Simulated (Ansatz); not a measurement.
AlBH₄N₂. Total charge 0; spin multiplicity 1.

```csv
atom,x (Å),y (Å),z (Å)
B1,0.283,0.127,0.902
N2,0.432,-1.077,0.117
Al3,-0.374,-0.168,-1.190
N4,-0.375,1.102,0.063
H5,0.639,0.287,2.035
H6,0.852,-1.929,0.425
H7,-0.842,-0.378,-2.679
H8,-0.616,2.036,0.328
```

(1) What are the harmonic wavenumbers in cm⁻¹ at PBE0-D4/def2-TZVP (Ansatz, finite differences of forces, unscaled)? (Best estimate.)

(2) Is this a minimum?

(3) Give the ideal-gas thermochemistry at 298.15 K and 1 bar (rigid rotor, harmonic oscillator; point group C2v, symmetry number 2).

## Answers

(1) The calculation gave: 178, 382, 497, 584, 594, 626, 688, 848, 892, 903, 1007, 1024, 1196, 1271, 1971, 2609, 3748, 3748.

(2) Yes, all 18 modes are real.

(3) Zero-point energy 136.2 kJ/mol; H(298) − E = 151.4 kJ/mol; entropy 283.8 J/(mol·K), of which translation 161.8, rotation 95.2, vibration 26.8; G(298) − E = 66.8 kJ/mol.
